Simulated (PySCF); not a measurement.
Species: `COB(OC)C(C)C`. The columns A, B, C and D hold Mulliken, IAO, Hirshfeld and ESP-fitted charges (e) of one PBE0/pcSseg-1 density (PySCF), in a shuffled order. Coordinates in Å (PBE0-D3(BJ)/def2-SVP); the density's dipole moment is (0.54, 1.48, -0.26) D.

```
atom       x       y       z       A       B       C       D
  C1   2.270  -1.598  -0.548  -0.194  -0.037  -0.015  -0.193
  O2   0.966  -1.355  -0.090  -0.382  -0.172  -0.510  -0.396
  B3   0.481  -0.093   0.050  +0.595  +0.244  +0.692  +0.485
  O4   1.330   0.930  -0.257  -0.338  -0.171  -0.519  -0.399
  C5   1.022   2.291  -0.198  -0.270  -0.027  -0.033  -0.186
  C6  -1.033   0.074   0.494  +0.217  -0.098  -0.567  -0.257
  C7  -1.902   0.231  -0.761  -0.398  -0.113  -0.266  -0.394
  C8  -1.512  -1.093   1.354  -0.514  -0.119  -0.230  -0.394
  H9   2.518  -0.985  -1.429  +0.094  +0.037  +0.102  +0.133
 H10   2.349  -2.662  -0.817  +0.124  +0.045  +0.118  +0.147
 H11   3.017  -1.380   0.234  +0.100  +0.041  +0.103  +0.133
 H12   1.223   2.758  -1.175  +0.140  +0.045  +0.113  +0.144
 H13   1.658   2.787   0.553  +0.126  +0.045  +0.114  +0.143
 H14  -0.032   2.481   0.064  +0.101  +0.043  +0.106  +0.123
 H15  -1.132   1.002   1.086  -0.021  +0.027  +0.122  +0.122
 H16  -1.609   1.104  -1.367  +0.081  +0.034  +0.109  +0.127
 H17  -2.967   0.351  -0.500  +0.097  +0.036  +0.115  +0.131
 H18  -1.821  -0.658  -1.408  +0.097  +0.038  +0.116  +0.134
 H19  -0.929  -1.182   2.283  +0.102  +0.036  +0.108  +0.133
 H20  -2.573  -0.977   1.633  +0.130  +0.032  +0.103  +0.125
 H21  -1.406  -2.046   0.814  +0.114  +0.033  +0.118  +0.139
```

**Question.** Which column most likely holds the ESP-fitted charges?

**Answer.** A. Σ q r misses the density's dipole by 0.04 D (A), 0.48 D (D), 0.52 D (B), 1.01 D (C). Charges fitted to the outside potential are the only set here that is tied to the molecule's multipoles.

**Question.** And the Hirshfeld charges?

**Answer.** B. The mean sizes are 0.070 e (B), 0.202 e (A), 0.204 e (C), 0.211 e (D), and Hirshfeld charges are commonly the smallest of these schemes.

As computed, A = ESP-fitted, B = Hirshfeld, C = Mulliken, D = IAO. Hydrogens on carbon: ESP-fitted -0.02 to +0.14, Hirshfeld +0.03 to +0.05, Mulliken +0.10 to +0.12, IAO +0.12 to +0.15 e.

The ESP scheme fits charges at the nuclei, held to the total charge, to the electrostatic potential on points at 1.4 to 2.0 times the van der Waals radii. The Mulliken scheme gives each basis function's population to the atom it is centred on and halves the overlap population of two atoms between them.

The structure is a single PBE0-D3(BJ)/def2-SVP conformer in the gas phase; no vibrational or solvent corrections.

The run behind these numbers computed NMR shieldings as well. On an Intel Xeon at 2.50 GHz with one thread, shared host, this took 2.0 min wall, 1.7 min CPU and 0.94 GiB of memory at its peak.

Conformer computed: `[CH3:1][O:2][B:3]([O:4][CH3:5])[CH:6]([CH3:7])[CH3:8]`: C1–O2–B3–O4 -1°, O2–B3–O4–C5 179°, O2–B3–C6–C7 -94°.
